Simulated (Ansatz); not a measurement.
`O[SiH2]C([SiH3])Cl` and `FCC([SiH3])Cl` differ in one atom or group.

Ansatz, PBE0-D4/def2-TZVP geometries, multiplicity 1. Each molecule was computed in one conformer, which needn't be the lowest.

| property | `O[SiH2]C([SiH3])Cl` |
| --- | --- |
| HOMO–LUMO gap (PBE0/def2-TZVPP) / eV | 7.65 |
| LUMO energy (PBE/def2-TZVPP) / eV | -1.42 |
| HOMO–LUMO gap (PBE/def2-TZVPP) / eV | 5.35 |
| size of the dipole moment (PBE/def2-TZVPP) / D | 0.54 |
| HOMO energy (ωB97M-V/def2-TZVPP) / eV | -10.31 |
| HOMO energy (PBE/def2-TZVPP) / eV | -6.77 |

Task: Give the same properties after the change, and the shifts. (An estimate is asked.)

Result: The calculation gave: 
```
                                      property  `FCC([SiH3])Cl`  shift
          HOMO–LUMO gap (PBE0/def2-TZVPP) / eV             8.36   0.71
             LUMO energy (PBE/def2-TZVPP) / eV            -0.91   0.51
           HOMO–LUMO gap (PBE/def2-TZVPP) / eV             6.02   0.67
size of the dipole moment (PBE/def2-TZVPP) / D             2.25   1.71
         HOMO energy (ωB97M-V/def2-TZVPP) / eV           -10.52  -0.21
             HOMO energy (PBE/def2-TZVPP) / eV            -6.93  -0.16
```

With PBE0 the HOMO falls by 0.18 eV and the LUMO rises by 0.53 eV, so the gap widens by about 0.71 eV. PBE moves the HOMO by -0.16 eV and ωB97M-V by -0.21 eV. Dipoles are sizes alone; their direction can turn.
